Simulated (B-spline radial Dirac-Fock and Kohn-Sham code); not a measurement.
Ionisation energies of barium ions, computed and tabulated

These are calculated numbers from an atomic code on a B-spline grid; the model is Dirac-Fock energy differences between relaxed states, corrected for Breit and QED terms. Each value is the difference of the configuration-average energies of two neighbouring ions in their tabulated ground configurations. Electron correlation is not included. NIST's values refer to the lowest levels; many for high charge states are themselves semi-empirical or theoretical. Where a p, d or f shell is open in either ion the computed value averages over both j values and all terms, while the table refers to the lowest levels; that difference holds spin-orbit splitting (largest in heavy or highly charged ions), term energies where several electrons share open shells, and correlation, and it can reach 10 % or more.

| ion | configuration | computed (eV) | NIST (eV) | kind | NIST − computed (eV) |
| --- | --- | --- | --- | --- | --- |
| Ba²⁶⁺ | [Ar] 3d10 4s2 | 934.6 | 935 ± 4 | theoretical | +0.40 |
| Ba²⁷⁺ | [Ar] 3d10 4s1 | 975.1 | 976.62 ± 0.11 | semi-empirical | +1.49 |
| Ba²⁸⁺ | [Ar] 3d10 | 1701.4 | 1695 ± 4 | theoretical | -6.43 |
| Ba²⁹⁺ | [Ar] 3d9 | 1787.7 | 1776 ± 4 | theoretical | -11.71 |
| Ba³⁰⁺ | [Ar] 3d8 | 1875.6 | 1864 ± 4 | theoretical | -11.57 |
| Ba³¹⁺ | [Ar] 3d7 | 1965.0 | 1958 ± 4 | theoretical | -7.00 |
| Ba³²⁺ | [Ar] 3d6 | 2056.0 | 2047 ± 4 | theoretical | -9.00 |
| Ba³³⁺ | [Ar] 3d5 | 2148.6 | 2142 ± 5 | theoretical | -6.57 |
| Ba³⁴⁺ | [Ar] 3d4 | 2242.7 | 2256 ± 5 | theoretical | +13.30 |
| Ba³⁵⁺ | [Ar] 3d3 | 2338.4 | 2349 ± 5 | theoretical | +10.61 |
| Ba³⁶⁺ | [Ar] 3d2 | 2435.6 | 2452 ± 5 | theoretical | +16.38 |
| Ba³⁷⁺ | [Ar] 3d1 | 2534.4 | 2547 ± 4 | theoretical | +12.59 |
| Ba³⁸⁺ | [Ne] 3s2 3p6 | 2845.9 | 2814 ± 4 | theoretical | -31.86 |

Question: Where in this range is the largest relative jump, and why?

Answer: From Ba²⁷⁺ (975.1 eV) to Ba²⁸⁺ (1701.4 eV), a factor of 1.74. The configuration goes from [Ar] 3d10 4s1 to [Ar] 3d10, so the next electron comes out of a deeper subshell.
